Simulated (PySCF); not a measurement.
SMILES C(CC)[SiH2]F (C₃H₉FSi), GFN2-xTB optimised geometry.

```
14

C      1.68    -1.68     0.00
C      1.12    -0.26     0.00
C     -0.41    -0.26     0.00
Si    -1.17     1.47     0.00
F     -2.77     1.29    -0.01
H      2.77    -1.66     0.00
H      1.35    -2.22    -0.88
H      1.35    -2.22     0.88
H      1.48     0.27     0.88
H      1.48     0.27    -0.88
H     -0.76    -0.82     0.87
H     -0.76    -0.82    -0.87
H     -0.88     2.22    -1.22
H     -0.89     2.22     1.22
```

Density from PySCF with PBE0/def2-TZVP at that geometry.

Minimum of the electron density along straight lines between bonded atoms, close to the bond critical point (lines longer than 1.1 times the sum of covalent radii, or with two minima, are not listed):

```json
[
 {"bond": "C1–C2", "length / Å": "1.524", "ρ at the minimum / e bohr⁻³": "0.246", "∇²ρ there / e bohr⁻⁵": "-0.61", "position (fraction from the first atom)": "0.50"},
 {"bond": "C2–C3", "length / Å": "1.528", "ρ at the minimum / e bohr⁻³": "0.242", "∇²ρ there / e bohr⁻⁵": "-0.58", "position (fraction from the first atom)": "0.50"},
 {"bond": "C3–Si4", "length / Å": "1.894", "ρ at the minimum / e bohr⁻³": "0.122", "∇²ρ there / e bohr⁻⁵": "0.14", "position (fraction from the first atom)": "0.61"},
 {"bond": "Si4–F5", "length / Å": "1.614", "ρ at the minimum / e bohr⁻³": "0.133", "∇²ρ there / e bohr⁻⁵": "0.95", "position (fraction from the first atom)": "0.42"},
 {"bond": "C1–H6", "length / Å": "1.088", "ρ at the minimum / e bohr⁻³": "0.279", "∇²ρ there / e bohr⁻⁵": "-0.96", "position (fraction from the first atom)": "0.64"},
 {"bond": "C1–H7", "length / Å": "1.088", "ρ at the minimum / e bohr⁻³": "0.279", "∇²ρ there / e bohr⁻⁵": "-0.95", "position (fraction from the first atom)": "0.64"},
 {"bond": "C1–H8", "length / Å": "1.088", "ρ at the minimum / e bohr⁻³": "0.279", "∇²ρ there / e bohr⁻⁵": "-0.95", "position (fraction from the first atom)": "0.64"},
 {"bond": "C2–H9", "length / Å": "1.092", "ρ at the minimum / e bohr⁻³": "0.279", "∇²ρ there / e bohr⁻⁵": "-0.96", "position (fraction from the first atom)": "0.64"},
 {"bond": "C2–H10", "length / Å": "1.092", "ρ at the minimum / e bohr⁻³": "0.279", "∇²ρ there / e bohr⁻⁵": "-0.96", "position (fraction from the first atom)": "0.64"},
 {"bond": "C3–H11", "length / Å": "1.093", "ρ at the minimum / e bohr⁻³": "0.273", "∇²ρ there / e bohr⁻⁵": "-0.91", "position (fraction from the first atom)": "0.64"},
 {"bond": "C3–H12", "length / Å": "1.093", "ρ at the minimum / e bohr⁻³": "0.273", "∇²ρ there / e bohr⁻⁵": "-0.91", "position (fraction from the first atom)": "0.64"},
 {"bond": "Si4–H13", "length / Å": "1.456", "ρ at the minimum / e bohr⁻³": "0.129", "∇²ρ there / e bohr⁻⁵": "0.18", "position (fraction from the first atom)": "0.49"},
 {"bond": "Si4–H14", "length / Å": "1.456", "ρ at the minimum / e bohr⁻³": "0.129", "∇²ρ there / e bohr⁻⁵": "0.18", "position (fraction from the first atom)": "0.49"}
]
```
